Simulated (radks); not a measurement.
The gold ion Au2+ inside a hard spherical wall (all orbitals vanish at R), configuration held at [Xe] 4f14 5d9 and not refilled when levels cross. All-electron calculation, scalar-relativistic Kohn-Sham, LDA (Slater exchange, Perdew-Wang correlation), spin-unpolarised, spherical densities, finite nucleus; Fermi nuclear charge, rms radius 5.4371 fm. Program: a radial shooting solver on a logarithmic mesh with Libxc functionals. Eigenvalues in eV, with the zero of energy where the potential of the charges vanishes at infinity; a dash marks a level that is unbound or too diffuse for the functional's potential to be trusted. A positive occupied level is held by the wall or, in an anion where self-interaction has pushed it up, behind a barrier. The pressure on the wall is -dE/dV.

| R (bohr) | E (hartree) | kinetic (hartree) | e(5s) | e(4f) | e(5p) | e(5d) | e(6s, empty) | e(6p, empty) | pressure (GPa) |
|---|---|---|---|---|---|---|---|---|---|
| free | -18995.9808 | 21236.312 | -130.38 | -103.37 | -81.619 | -27.630 | -23.156 | -14.814 | 0 |
| 20 | -18995.9808 | 21236.312 | -130.38 | -103.37 | -81.619 | -27.630 | -23.156 | -14.814 | < 0.0001 |
| 15 | -18995.9808 | 21236.312 | -130.38 | -103.37 | -81.619 | -27.630 | -23.156 | -14.814 | < 0.0001 |
| 6 | -18995.9803 | 21236.319 | -130.36 | -103.35 | -81.594 | -27.607 | -23.097 | -14.475 | 0.0812 |
| 5 | -18995.9751 | 21236.372 | -130.18 | -103.16 | -81.425 | -27.451 | -22.743 | -13.428 | 1.26 |
| 4 | -18995.9218 | 21236.785 | -129.07 | -101.96 | -80.374 | -26.443 | -20.618 | -9.234 | 19.9 |
| 3 | -18995.3824 | 21239.882 | -123.40 | -95.612 | -75.077 | -20.762 | -8.503 | 9.242 | 367 |
